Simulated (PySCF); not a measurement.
Electron correlation in Si²⁺ (silicon, charge +2)

[Ne] 3s1 3d1, high-spin 3D determinant (an excited configuration). Calculation: PySCF 2.14, in aug-cc-pV(Q+d)Z; no relativity, point nucleus. Frozen: [Ne]; 2 electrons correlated.

With two correlated electrons CCSD is exact within the correlated space (frozen core and kept virtual orbitals).

| level | correlation energy (mhartree) |
| --- | --- |
| CCSD | -9.22 |

Diagnostics: T1 = 0.0025, D1 = 0.0037, largest double amplitude 0.034.

The outer electron is Rydberg-like, and this basis confines it to a smaller radius and binds it less than a complete one would.

Cost of the coupled-cluster step: of the order of 8 core-seconds, for 2 correlated electrons.
